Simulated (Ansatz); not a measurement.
`NB[SiH](F)Cl` + `N[SiH3]` → `F[SiH](Cl)N[SiH3]` + `BN` at 298.15 K and 1 bar (cleavage of the Si–B bond).

Isolated molecules relaxed with PBE0-D4/def2-TZVP in Ansatz; ΔE leaves out vibrations. CBS: MP2 limit from def2 TZ/QZ plus the TZ coupled-cluster correction, frozen cores. This one scheme is used for every species. Each species was taken in one conformer, which may not be the lowest.

```tsv
species	CCSD(T)/CBS energy (Eh)	H − E (kJ/mol)	S (J/(mol·K))
`NB[SiH](F)Cl`	-930.70999	163.6	348.2
`N[SiH3]`	-346.80422	145.7	264.3
`F[SiH](Cl)N[SiH3]`	-1195.61660	168.7	374.8
`BN`	-81.93499	137.2	228.1
```

H − E and S are ideal-gas, rigid-rotor, harmonic terms from PBE0-D4/def2-TZVP, for one conformer and one mirror image of each species. 1 Eh = 2625.50 kJ/mol, R = 8.31446 J/(mol·K).

Q: By hand: ΔE, ΔH, ΔS and ΔG.

A: ΔE = (-1195.61660) + (-81.93499) − (-930.70999) − (-346.80422) = -0.03738 Eh = -98.1 kJ/mol. Δ(H − E) = 168.7 + 137.2 − 163.6 − 145.7 = -3.4, so ΔH = -101.5 kJ/mol. ΔS = 374.8 + 228.1 − 348.2 − 264.3 = -9.6 J/(mol·K). ΔG = -101.5 − 298.15 × (-9.6)/1000 = -98.6 kJ/mol.

Q: By hand: the equilibrium constant, and the temperature at which ΔG would vanish if ΔH and ΔS stayed fixed.

A: log₁₀ K = −ΔG/(RT ln 10) = 17.3. ΔG = 0 at ΔH/ΔS = 10573 K, far beyond where these terms or the molecules hold.

The number of gas molecules stays the same, so ΔS is small and ΔH decides. A doubt of 5 kJ/mol in ΔE shifts log₁₀ K by 0.9 here. Other conformers and mirror images would add mixing entropy, several J/(mol·K) or more a flexible species. Modes under 60 cm⁻¹, often nearly free rotors, make the harmonic entropy too high. These are equilibria of isolated gas molecules and say nothing of rates. Largest T1 diagnostic: 0.012 (customary marks: 0.02 for closed shells, 0.045 for open ones).
